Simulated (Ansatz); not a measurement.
Total energies of CH₄BFOS, SMILES `CSB(O)F`.

```xyz
9

C    -1.0447   -1.0844    0.0095
S     0.6997   -1.0937    0.4924
B     1.1616    0.6113    0.1525
O     0.2760    1.5107   -0.3380
F     2.4226    0.9779    0.3993
H    -1.4204   -2.0932    0.1753
H    -1.6096   -0.3826    0.6198
H    -1.1518   -0.8261   -1.0421
H     0.6665    2.3800   -0.4685
```

Total charge 0; spin multiplicity 1. The structure was optimised at the PBE0-D4/def2-TZVP level. It is one conformer, not always the lowest. Basis def2-TZVPP, the Gaussian-basis code of Ansatz.

RPA on PBE orbitals: Hartree–Fock energy of these orbitals -636.92404 Eh, correlation -1.47818 Eh (frozen core).

```json
{"functional": "LDA (SPW92)", "kind": "LDA", "energy without D4 (Eh)": "-635.68851", "D4 term (kJ/mol)": "–"}
{"functional": "PBE", "kind": "GGA", "energy without D4 (Eh)": "-638.44249", "D4 term (kJ/mol)": "-16.9"}
{"functional": "revPBE", "kind": "GGA", "energy without D4 (Eh)": "-638.72953", "D4 term (kJ/mol)": "-55.0"}
{"functional": "BLYP", "kind": "GGA", "energy without D4 (Eh)": "-638.82757", "D4 term (kJ/mol)": "-38.1"}
{"functional": "B97M-V", "kind": "meta-GGA with VV10", "energy without D4 (Eh)": "-638.73863", "D4 term (kJ/mol)": "–"}
{"functional": "PBE0", "kind": "global hybrid, 25 % exact exchange", "energy without D4 (Eh)": "-638.48758", "D4 term (kJ/mol)": "-14.1"}
{"functional": "B3LYP", "kind": "global hybrid, 20 %", "energy without D4 (Eh)": "-638.90980", "D4 term (kJ/mol)": "-27.4"}
{"functional": "BHLYP", "kind": "global hybrid, 50 %", "energy without D4 (Eh)": "-638.77500", "D4 term (kJ/mol)": "-20.1"}
{"functional": "CAM-B3LYP", "kind": "range-separated hybrid", "energy without D4 (Eh)": "-638.81248", "D4 term (kJ/mol)": "-14.2"}
{"functional": "B2PLYP", "kind": "double hybrid", "energy without D4 (Eh)": "-638.59718", "D4 term (kJ/mol)": "–"}
```

(1) Give the same for r2SCAN, r2SCANh, r2SCAN0, HSE06 (plane-wave form), LC-ωPBE, ωB97X-V, ωB97M-V, PBE-QIDH. (Estimate.)

B3LYP takes the VWN-RPA correlation (the form of Gaussian; ORCA's B3LYP/G). HSE06 is the plane-wave form, built on full-range PBE exchange. The double hybrids freeze the cores in their second-order part.

Answers

(1) Ansatz gave: 
| functional | kind | energy without D4 (Eh) | D4 term (kJ/mol) |
| --- | --- | --- | --- |
| r2SCAN | meta-GGA | -638.74077 | -4.0 |
| r2SCANh | meta-GGA hybrid, 10 % | -638.72714 | -4.3 |
| r2SCAN0 | meta-GGA hybrid, 25 % | -638.70782 | -4.7 |
| HSE06 (plane-wave form) | screened hybrid | -638.46882 | -13.1 |
| LC-ωPBE | long-range corrected hybrid | -638.62742 | – |
| ωB97X-V | range-separated hybrid GGA with VV10 | -638.74793 | – |
| ωB97M-V | range-separated hybrid meta-GGA with VV10 | -638.78609 | – |
| PBE-QIDH | double hybrid | -638.37321 | – |

LC-ωPBE has ω = 0.4 bohr⁻¹.
